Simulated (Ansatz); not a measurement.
Program: Ansatz. Geometries: PBE0-D4/def2-TZVP. ΔE: electronic, gas phase. CBS: MP2 limit from def2 TZ/QZ plus the TZ coupled-cluster correction, frozen cores. Functionals use def2-TZVPP. B3LYP here is the variant with VWN-RPA as its local correlation; programs differ in this. def2 core potentials past Kr. For As, Te outer-core shells are correlated without core-valence functions, which leaves a few kJ/mol of doubt a bond. Scalar relativity is left out up to krypton. Each species was taken in one conformer, which may not be the lowest.

`C[Te]C(C)=N` + `O[AsH2]` → `C[Te][AsH]O` + `CC=N`  (ligand exchange at a Te–C bond)

```json
{"level": "PBE-D4", "ΔE (kJ/mol)": "-84.8", "difference from CCSD(T)/CBS": "-1.7"}
{"level": "r2SCAN-D4", "ΔE (kJ/mol)": "-82.7", "difference from CCSD(T)/CBS": "0.4"}
{"level": "PBE0-D4", "ΔE (kJ/mol)": "-88.2", "difference from CCSD(T)/CBS": "-5.1"}
{"level": "B3LYP-D4", "ΔE (kJ/mol)": "-87.6", "difference from CCSD(T)/CBS": "-4.5"}
{"level": "ωB97M-V", "ΔE (kJ/mol)": "-86.3", "difference from CCSD(T)/CBS": "-3.2"}
{"level": "B2PLYP", "ΔE (kJ/mol)": "-85.7", "difference from CCSD(T)/CBS": "-2.6"}
{"level": "PBE", "ΔE (kJ/mol)": "-86.5", "difference from CCSD(T)/CBS": "-3.4"}
{"level": "PBE0", "ΔE (kJ/mol)": "-89.7", "difference from CCSD(T)/CBS": "-6.6"}
{"level": "HF/def2-TZVPP", "ΔE (kJ/mol)": "-96.6", "difference from CCSD(T)/CBS": "-13.5"}
{"level": "SCS-MP2/def2-TZVPP", "ΔE (kJ/mol)": "-78.2", "difference from CCSD(T)/CBS": "4.9"}
{"level": "CCSD(T)/def2-TZVPP", "ΔE (kJ/mol)": "-78.1", "difference from CCSD(T)/CBS": "5.0"}
{"level": "HF/def2-QZVPP", "ΔE (kJ/mol)": "-96.0", "difference from CCSD(T)/CBS": "-12.9"}
{"level": "MP2/def2-QZVPP", "ΔE (kJ/mol)": "-80.0", "difference from CCSD(T)/CBS": "3.1"}
{"level": "SCS-MP2/def2-QZVPP", "ΔE (kJ/mol)": "-80.4", "difference from CCSD(T)/CBS": "2.7"}
{"level": "MP2/CBS(def2)", "ΔE (kJ/mol)": "-82.4", "difference from CCSD(T)/CBS": "0.7"}
{"level": "CCSD/CBS(def2)", "ΔE (kJ/mol)": "-85.7", "difference from CCSD(T)/CBS": "-2.6"}
{"level": "CCSD(T)/CBS", "ΔE (kJ/mol)": "-83.1", "difference from CCSD(T)/CBS": "0"}
```

Largest T1 diagnostic among the species: 0.012.

In def2-TZVPP, CCSD(T) changes the Hartree–Fock value by +18.5 kJ/mol (the triples alone add +2.6 kJ/mol) and MP2 by +19.2 kJ/mol. From PBE to PBE0 (25 % exact exchange), in def2-TZVPP and without D4, ΔE moves by −3.2 kJ/mol.
